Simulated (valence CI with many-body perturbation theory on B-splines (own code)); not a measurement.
Sc¹⁴⁺: electric-dipole lines

Calculated by valence CI with perturbative core correlation (CI+MBPT): five valence electrons over a frozen Dirac-Fock core [He], a basis of 9 s, 9 p, 8 d, 6 f, 3 g, 1 h functions for each j, with the one-electron correlation potential Σ1 (screened to all orders), the two-electron term Σ2, the three-electron term Σ3, Breit, model QED; selected single and double excitations, second order for the rest (own B-spline code, finite nucleus).

No measured levels were compared; by estimate levels of excited configurations hold to 0.05 to 0.15 % of their energy, terms of the ground configuration to about 0.5 %. Among the levels kept, up to 2000 cm⁻¹ of a level comes from second order outside the variational space, and about a tenth of that is noise between levels of different J, which matters for small intervals.

Lines 51 to 100 of 274 in falling wavelength, among levels below 596.64 eV, chosen from the strongest by gf and those to the six lowest levels. Wavelengths and rates use the calculated energies, so an error of 500 cm⁻¹ moves a line at 51.72 nm by 0.26 % and its rate by three times that or more. Electric multipoles are in the length gauge, E1 and E2 with the static RPA response of the core. Weak lines are less certain than strong ones. Lines between different terms over intervals too small for the method are left out, as are lines whose strength nearly cancels. Where a level lies close to another of its J and parity, the split of strength between their lines is uncertain. The highest levels of a list are the least certain.

Names give the largest LS component (configuration and term), which can be under half, so a name can repeat, a term be missing and a line seem to break the LS rules; names also repeat where a configuration has a term twice. Letters in brackets count levels of one name in rising energy.

```
λ vac (nm)                   Upper                   Lower   A (s⁻¹)  log gf  Branch %
     51.72  2s2 2p2 3p 2D°_3/2 [b]       2s2 2p2 3s 2D_5/2  9.64e+08   -0.81       2.7
     51.49       2s2 2p2 3d 4P_3/2      2s2 2p2 3p 4S°_3/2  1.12e+09   -0.75       0.0
     51.26       2s2 2p2 3d 4D_5/2      2s2 2p2 3p 4P°_3/2  1.49e+09   -0.45       0.1
     50.54       2s2 2p2 3d 4P_1/2      2s2 2p2 3p 4S°_3/2  1.45e+09   -0.95       0.0
     50.51  2s2 2p2 3p 2D°_5/2 [b]       2s2 2p2 3s 2D_5/2  1.95e+09   -0.35       8.1
     50.26  2s2 2p2 3p 2D°_5/2 [a]       2s2 2p2 3s 4P_5/2  3.99e+08   -1.04       3.4
     50.07       2s2 2p2 3d 4D_5/2      2s2 2p2 3p 4D°_5/2  4.50e+08   -0.99       0.0
     49.99  2s2 2p2 3p 2P°_3/2 [a]       2s2 2p2 3s 2P_1/2  4.78e+08   -1.15       1.5
     49.95       2s2 2p2 3d 4F_3/2  2s2 2p2 3p 4D°_1/2 [a]  1.37e+09   -0.69       0.6
     49.84       2s2 2p2 3d 4D_3/2      2s2 2p2 3p 4P°_1/2  1.11e+09   -0.78       0.1
     48.97       2s2 2p2 3d 4D_3/2      2s2 2p2 3p 4P°_3/2  4.46e+08   -1.19       0.0
     48.75  2s2 2p2 3p 2P°_1/2 [a]       2s2 2p2 3s 2P_1/2  1.01e+09   -1.14       4.4
     48.72   2s2 2p2 3d 2D_5/2 [c]  2s2 2p2 3p 2D°_3/2 [b]  4.78e+08   -0.99       0.0
     47.47  2s2 2p2 3p 2P°_1/2 [b]       2s2 2p2 3s 2D_3/2  2.16e+09   -0.84       3.5
     47.27      2s2 2p2 3p 4S°_3/2       2s2 2p2 3s 4P_3/2  5.97e+08   -1.10       0.4
     47.07   2s2 2p2 3d 2D_3/2 [a]  2s2 2p2 3p 2P°_1/2 [a]  1.31e+09   -0.76       0.0
     47.00   2s2 2p2 3d 2P_3/2 [a]  2s2 2p2 3p 4D°_1/2 [b]  8.55e+08   -0.95       0.1
     46.54   2s2 2p2 3d 2F_7/2 [b]      2s2 2p2 3p 2F°_7/2  6.92e+08   -0.75       0.0
     46.40       2s2 2p2 3d 4P_5/2      2s2 2p2 3p 4P°_5/2  1.36e+09   -0.58       0.0
     46.02       2s2 2p2 3d 4D_1/2  2s2 2p2 3p 4D°_1/2 [b]  1.06e+09   -1.17       0.2
     45.46   2s2 2p2 3d 2D_5/2 [a]  2s2 2p2 3p 2P°_3/2 [a]  2.17e+09   -0.40       0.0
     44.94       2s2 2p2 3d 4P_3/2      2s2 2p2 3p 4P°_5/2  7.63e+08   -1.03       0.0
     43.78   2s2 2p2 3d 2P_3/2 [a]  2s2 2p2 3p 4D°_1/2 [a]  6.15e+08   -1.15       0.0
     42.94  2s2 2p2 3p 2P°_3/2 [b]       2s2 2p2 3s 2D_3/2  2.24e+09   -0.61       2.5
     42.54   2s2 2p2 3d 2D_5/2 [c]      2s2 2p2 3p 2F°_5/2  6.63e+08   -0.97       0.0
     42.46  2s2 2p2 3p 2P°_3/2 [b]       2s2 2p2 3s 2D_5/2  1.77e+09   -0.72       2.0
     39.46   2s2 2p2 3d 2D_3/2 [a]  2s2 2p2 3p 2D°_3/2 [a]  8.74e+08   -1.09       0.0
     38.94  2s2 2p2 3p 2D°_5/2 [b]       2s2 2p2 3s 2P_3/2  1.98e+09   -0.57       8.2
     37.61   2s2 2p2 3d 2D_5/2 [b]  2s2 2p2 3p 2D°_5/2 [a]  7.52e+08   -1.02       0.0
     36.75  2s2 2p2 3p 2P°_1/2 [b]       2s2 2p2 3s 2P_3/2  1.86e+09   -1.12       3.0
     36.34  2s2 2p2 3p 2D°_3/2 [b]       2s2 2p2 3s 2P_1/2  1.94e+09   -0.81       5.4
     34.14        2s 2p3 3p 4P_5/2      2s2 2p2 3p 4S°_3/2  1.15e+09   -0.92       0.0
     33.98        2s 2p3 3p 4P_3/2      2s2 2p2 3p 4S°_3/2  1.47e+09   -0.99       0.1
     33.97  2s2 2p2 3p 2P°_3/2 [b]       2s2 2p2 3s 2P_3/2  1.42e+09   -1.01       1.6
     28.46           2s 2p4 4P_5/2         2s2 2p3 2P°_3/2  1.05e+07   -3.11       0.1
     26.55           2s 2p4 4P_3/2         2s2 2p3 2P°_3/2  3.60e+07   -2.82       0.4
     24.79           2s 2p4 4P_1/2         2s2 2p3 2P°_1/2  2.21e+07   -3.39       0.2
     23.26           2s 2p4 4P_5/2         2s2 2p3 2D°_5/2  4.46e+07   -2.66       0.5
     22.69           2s 2p4 4P_5/2         2s2 2p3 2D°_3/2  4.44e+07   -2.69       0.5
     19.52       2s 2p3 3s 4D°_7/2       2s2 2p2 3s 4P_5/2  6.95e+09   -0.50       1.1
     19.05             2p5 2P°_3/2           2s 2p4 2P_3/2  1.95e+10   -0.37      32.3
     18.94       2s 2p3 3s 4D°_3/2       2s2 2p2 3s 4P_3/2  2.97e+09   -1.20       0.5
     18.93       2s 2p3 3s 4D°_5/2       2s2 2p2 3s 4P_3/2  7.38e+09   -0.62       1.2
     18.85             2p5 2P°_1/2           2s 2p4 2P_1/2  1.88e+10   -0.70      29.6
     18.25       2s 2p3 3s 4D°_3/2       2s2 2p2 3s 4P_1/2  5.20e+09   -0.98       0.9
     18.22       2s 2p3 3s 4D°_1/2       2s2 2p2 3s 4P_1/2  8.06e+09   -1.10       1.3
     18.11           2s 2p4 4P_5/2         2s2 2p3 4S°_3/2  8.20e+09   -0.62      98.8
     17.86             2p5 2P°_3/2           2s 2p4 2S_1/2  4.36e+09   -1.08       7.2
     17.83           2s 2p4 2D_3/2         2s2 2p3 2P°_3/2  1.68e+08   -2.50       0.7
     17.74           2s 2p4 2D_5/2         2s2 2p3 2P°_3/2  3.76e+09   -0.97      16.8
```
